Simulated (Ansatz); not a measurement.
H2Sn (SMILES [SnH2]) moved off its minimum; all values from Ansatz (a first-principles code), cores frozen in correlated methods. Elements past Kr take the def2 small-core potentials, without spin–orbit coupling.
(charge 0, multiplicity 1)
```xyz
3

Sn     0.0129    -0.0164     0.0476
H     -0.2098    -1.3064    -1.1833
H     -0.1743     1.3180    -1.1488
```

Forces at MP2/def2-TZVPPD (eV/Å):

```tsv
atom	Fx	Fy	Fz
Sn1	-0.055	0.044	-0.328
H2	0.029	0.286	0.150
H3	0.026	-0.331	0.178
```

**Question.** Give the forces (eV/Å), the total energy and the dipole at CCSD(T)/def2-TZVPPD.

**Answer.** 
```
atom      Fx      Fy      Fz
----  ------  ------  ------
Sn1   -0.023   0.040  -0.138
H2     0.011   0.176   0.054
H3     0.012  -0.216   0.084
```
Energy -214.5970 hartree, dipole 0.67 D.

Doubts at one or more of the structures used: a restricted determinant that unrestricted orbitals would lower (CCSD(T)/def2-TZVPPD, MP2/def2-TZVPPD).
